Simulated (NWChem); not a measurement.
# CH₆ClNOSi; SMILES C[Si](N)(O)Cl

```xyz
11

C      1.7016     1.0181     0.1758
Si    -0.0267     0.3462     0.0649
N     -0.8426     1.0822    -1.2570
O     -0.9342     0.5627     1.4367
Cl     0.1191    -1.7231    -0.0859
H      2.2849     0.7648    -0.7230
H      2.2184     0.5819     1.0437
H      1.6961     2.1133     0.2895
H     -1.7746     0.7639    -1.5032
H     -0.3157     1.3063    -2.0946
H     -1.3713     1.4182     1.4887
```
Atoms are numbered in this order, from 1.

Computed with NWChem. Pople sets run with spherical d functions. The geometry was optimised at PBE0/def2-SVP. Atomic charges in e: unrestrained fits to the electrostatic potential beside Mulliken populations; buried atoms are poorly determined by the fit.

Problem. Estimate the computed values for Hartree-Fock/6-31G*. Quantities: ESP C1; Mulliken C1; ESP Si2; Mulliken Si2; ESP N3; Mulliken N3; ESP O4; Mulliken O4; ESP Cl5; Mulliken Cl5; relative RMS misfit of the potential (%).

Solution. 
```yaml
ESP C1: -0.49
Mulliken C1: -0.81
ESP Si2: 1.27
Mulliken Si2: 1.32
ESP N3: -1.15
Mulliken N3: -1.07
ESP O4: -0.79
Mulliken O4: -0.87
ESP Cl5: -0.38
Mulliken Cl5: -0.40
relative RMS misfit of the potential (%): 22
```
